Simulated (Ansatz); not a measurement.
Correlation energies of `BC(=C)O` by basis set

```xyz
9

B    -0.882   -0.764   -0.505
C     0.042    0.277    0.138
C     1.360    0.035    0.240
O    -0.443    1.461    0.616
H    -0.425   -1.788   -0.912
H    -2.060   -0.552   -0.600
H     2.045    0.748    0.688
H     1.756   -0.898   -0.134
H    -1.392    1.481    0.469
```

Charge 0, multiplicity 1. Geometry: relaxed with PBE0-D4/def2-TZVP. It is one conformer, not always the lowest. Frozen core, restricted reference, the Gaussian-basis code of Ansatz. CBS rows extrapolate triple and quadruple zeta; past MP2 they add the triple-zeta difference.

| basis | HF (Eh) | MP2 corr. |
| --- | --- | --- |
| def2-SVP | -178.01358 | -0.53228 |
| def2-TZVPP | -178.22328 | -0.66116 |
| def2-QZVPP | -178.23176 | -0.70770 |

Question: Estimate the CCSD correlation energy and the (T) correction in each basis where they were run (hartree).

Answer: 
```csv
basis,CCSD corr.,(T)
def2-SVP,-0.57252,-0.01839
def2-TZVPP,-0.69240,-0.02915
CBS(def2),-0.77342,as TZ
```
